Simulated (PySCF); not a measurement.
Simulation results for AlFH

All values are calculated (PySCF 2.14.0). Calculation on a computer-drawn molecule: vertical ionisation energy to the stated ion spin, frozen-core CCSD(T) at the basis limit and cheaper methods, single-reference cases, UHF for radicals, no spin-orbit; all values are single points at the evaluated structure, the first of each entry, which is the reference or a displaced copy of it and isn't optimised; the reference structure only sets the zero of the energies above reference; triples share is (T) over the correlation energy.

```yaml
- formula: AlFH
  evaluated_structure:
    atoms_angstrom:
      - [F, 0.3279, 2.2574, -0.6023]
      - [Al, -0.8078, 2.6516, 0.3744]
      - [H, -2.0314, 3.0901, 1.5792]
  reference_structure:
    atoms_angstrom:
      - [F, 0.3505, 2.1912, -0.6441]
      - [Al, -0.7959, 2.6126, 0.3928]
      - [H, -1.8943, 3.0164, 1.3863]
  given:
    charge: 1
    multiplicity: 1
    ion_multiplicity: 2
    diffuse_functions: "no"
    basis: "cc-pV(n+d)Z"
    reference_is: "the Hartree-Fock double-zeta minimum"
    best_is: "HF at quadruple zeta + MP2 correlation extrapolated from triple and quadruple zeta + CCSD(T) minus MP2 at triple zeta"
    basis_step_is: "the size of the change from the same recipe one zeta lower"
    drawn_bonds_atom: [1, 2]
    drawn_bonds_other_atom: [2, 3]
    drawn_bonds_order: [1, 1]
  results: {}
```

Q: Give the missing T1 diagnostic at triple zeta for AlFH.
A: 0.0146

Q: AlFH: total energy best?
A: -342.1244 hartree

Q: AlFH: ionisation energy best?
A: 20.19 eV

Q: What total energy HF triple zeta does the calculation give for AlFH?
A: -341.7394 hartree

Further results for AlFH:

```
ionisation energy basis step              : 0.006698 eV
energy above reference best               : 8.19 kcal/mol
energy above reference basis step         : 0.2761 kcal/mol
ionisation energy Koopmans at triple zeta : 20.13 eV
ionisation energy EOM CCSD at triple zeta : 20.22 eV
total energy CCSD(T) triple zeta          : -342.0652 hartree
D1 diagnostic at triple zeta              : 0.02644
ion T1 diagnostic at triple zeta          : 0.0227
ion D1 diagnostic at triple zeta          : 0.0682
ion spin squared at triple zeta           : 0.7507
triples share at triple zeta              : 0.02604
basis functions triple zeta               : 83
```

Triple zeta:
```csv
method,ionisation energy (eV),energy above reference (kcal/mol)
HF,19.17,8.418
PBE,19.97,7.62
r2SCAN,19.95,8.125
B3LYP,20.26,8.341
wB97X,20.21,8.718
MP2,19.83,9.237
CCSD,20.13,8.106
CCSD(T),20.1,8.187
```
